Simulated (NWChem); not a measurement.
# Correlation energy of Ga

```xyz
1

Ga     0.0000     0.0000     0.0000
```
Charge 0, spin multiplicity 2.

All runs are NWChem calculations.

Basis set: def2-QZVP. Each correlation energy counts from its own Hartree-Fock reference.

The Hamiltonian is non-relativistic. The correlated methods keep 9 core orbitals frozen. No SCF solution was tested for a lower state. Open-shell Hartree-Fock references start from PBE0 orbitals. Coupled-cluster values serve here as a point of comparison, not as the truth.

Task: Order these methods by the correlation energy they give, lowest first: UMP2, SCS-UMP2, CCSD[T] on ROHF, CCSD(T) on ROHF, CCSD on UHF.

Result: CCSD[T] on ROHF (-239.3 mHa), CCSD(T) on ROHF (-237.8 mHa), UMP2 (-229.2 mHa), CCSD on UHF (-225.6 mHa), SCS-UMP2 (-212.2 mHa)
